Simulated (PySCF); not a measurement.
Computed shifts of a molecule C₂H₅FSi₂, PBE0/pcSseg-1 (PySCF), GIAO, gas phase, atoms alike by connectivity averaged where their shifts nearly agree, in ppm (number of nuclei): ¹³C: 112.1 (1), 88.0 (1). ²⁹Si: -6.4 (1), -104.4 (1). ¹⁹F: -222.9 (1). ¹H: 5.83 (1), 3.79 (3), 3.12 (1). References: ¹³C against TMS (σ = 186.3 ppm); ²⁹Si against TMS (σ = 352.7 ppm); ¹⁹F against CFCl3 (σ = 167.2 ppm); ¹H against TMS (σ = 31.56 ppm), references at their B3LYP-D3(BJ)/def2-TZVP geometries, non-relativistic. Geometry optimised at B3LYP-D3(BJ)/def2-SVP. One conformer was computed; it need not be the lowest.

Question: Which structure fits?
A. C#C[SiH2][SiH2]F
B. F[SiH2]C#C[SiH3]
C. F[Si@H]1C=C[SiH2]1
D. C#C[Si@@H](F)[SiH3]

Answer: D, C#C[Si@@H](F)[SiH3]
